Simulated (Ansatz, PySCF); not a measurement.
This PySCF input computes a CCSD(T)/cc-pVDZ energy:

```python
from pyscf import gto, scf, mp, cc as ccmod

mol = gto.M(
    atom='''
    C    -1.46523764    0.04344987    0.04013748
    C    -0.26350574   -0.33010884   -0.82828837
    C     1.20378883   -0.08069761   -0.17504791
    O     1.12284956    0.36612426    0.97614474
    H    -1.42073719   -0.49320804    0.99222753
    H    -1.43221667    1.10697227    0.29437767
    H    -2.43248839   -0.16760452   -0.43274858
    H    -0.26435466    0.22290252   -1.77811960
    H    -0.28327234   -1.39391692   -1.10570224
    ''',
    basis='cc-pvdz',
    charge=-1,
    spin=0,
    verbose=4,
)

mf = scf.RHF(mol)
mf.conv_tol = 1e-10
mf.max_cycle = 100
mf.kernel()
mp2 = mp.MP2(mf, frozen=4).run()
cc = ccmod.CCSD(mf, frozen=4)
cc.max_cycle = 100
cc.kernel()
et = cc.ccsd_t()
print(f'E(CCSD(T)) = {cc.e_tot + et:.9f}')
```

### Question
Write an input for the same energy in Ansatz (a first-principles code) and say what it gives.

### Answer

Ansatz 0.2 input:
```yaml
crystal:
  periodic: [false, false, false]
  atoms:
    - {symbol: C, position_ang: [-1.46523764, 0.04344987, 0.04013748]}
    - {symbol: C, position_ang: [-0.26350574, -0.33010884, -0.82828837]}
    - {symbol: C, position_ang: [1.20378883, -0.08069761, -0.17504791]}
    - {symbol: O, position_ang: [1.12284956, 0.36612426, 0.97614474]}
    - {symbol: H, position_ang: [-1.42073719, -0.49320804, 0.99222753]}
    - {symbol: H, position_ang: [-1.43221667, 1.10697227, 0.29437767]}
    - {symbol: H, position_ang: [-2.43248839, -0.16760452, -0.43274858]}
    - {symbol: H, position_ang: [-0.26435466, 0.22290252, -1.77811960]}
    - {symbol: H, position_ang: [-0.28327234, -1.39391692, -1.10570224]}
basis:
  gaussian:
    orbitals: cc-pVDZ
total_charge: -1
magnetization: {spin_polarized: false}
correlation: {method: ccsd_t, electrons: outside_noble_gas}
```
It gives -191.95648 Eh, and PySCF -191.95649 Eh, a difference of 0.01 mEh.

It need not be the lowest isomer of its formula. Whether it binds its extra electron was not tested at this geometry.
